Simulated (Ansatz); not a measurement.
SeOF2, 4 atoms. Hardware: 4 threads of Intel Xeon on a shared host.

The 6-31G sets use Cartesian d functions. Correlated methods freeze 12 core orbitals; core or outer-core shells of Se are correlated, in sets that lack core-valence functions.

How many basis functions does each of these Ansatz runs have, and roughly what does it cost? PBE0-D4/def2-SVP, charge 0 singlet, energy, from earlier orbitals; BHLYP-D4/def2-TZVP, charge 0 singlet, energy, from earlier orbitals; PBE0-D4/def2-TZVP, charge 0 singlet, energy, from earlier orbitals; ωB97X-V/def2-TZVP, charge 0 singlet, energy, from earlier orbitals; PBE0-D4/def2-SVP, charge 0 singlet, energy with a search over starts; r2SCAN-D4/def2-TZVP, charge 1 doublet at the geometry of the charge 0 singlet, energy, from earlier orbitals; PBE0-D4/def2-TZVP, charge 1 doublet at the geometry of the charge 0 singlet, energy, from earlier orbitals; CCSD(T)/def2-TZVPP, charge 0 singlet, energy, from earlier orbitals; RPA@PBE/def2-TZVP, charge 0 singlet, energy, from earlier orbitals; B3LYP-D4/6-31G, charge 0 singlet, energy; LC-ωPBE/def2-TZVP, charge 0 singlet, energy, from earlier orbitals; PBE0-D4/def2-TZVP, charge 0 triplet at the geometry of the charge 0 singlet, energy.

Other jobs shared the machine, so times can vary by a factor of up to 3. A dash marks memory too small to be measured apart from the calling script's.

```
                                                                                                         run  functions  fitting or Cholesky vectors  wall time  peak host memory (GiB)
                                                                    B3LYP-D4/6-31G, charge 0 singlet, energy         56                          490      2.1 s                       –
                                         BHLYP-D4/def2-TZVP, charge 0 singlet, energy, from earlier orbitals        141                          992      2.5 s                       –
                                           PBE0-D4/def2-SVP, charge 0 singlet, energy, from earlier orbitals         74                          690      3.1 s                       –
                                        PBE0-D4/def2-SVP, charge 0 singlet, energy with a search over starts         74                          690      3.5 s                       –
                                          PBE0-D4/def2-TZVP, charge 0 singlet, energy, from earlier orbitals        141                          875      3.7 s                       –
                                          LC-ωPBE/def2-TZVP, charge 0 singlet, energy, from earlier orbitals        141                          850      4.4 s                       –
                                          ωB97X-V/def2-TZVP, charge 0 singlet, energy, from earlier orbitals        141                          872        6 s                       –
                                          RPA@PBE/def2-TZVP, charge 0 singlet, energy, from earlier orbitals        141                          952      6.6 s                       –
r2SCAN-D4/def2-TZVP, charge 1 doublet at the geometry of the charge 0 singlet, energy, from earlier orbitals        141                          850      8.5 s                       –
  PBE0-D4/def2-TZVP, charge 1 doublet at the geometry of the charge 0 singlet, energy, from earlier orbitals        141                          875       10 s                       –
                         PBE0-D4/def2-TZVP, charge 0 triplet at the geometry of the charge 0 singlet, energy        141                          875       14 s                    0.56
                                         CCSD(T)/def2-TZVPP, charge 0 singlet, energy, from earlier orbitals        141                          952       38 s                    0.96
```
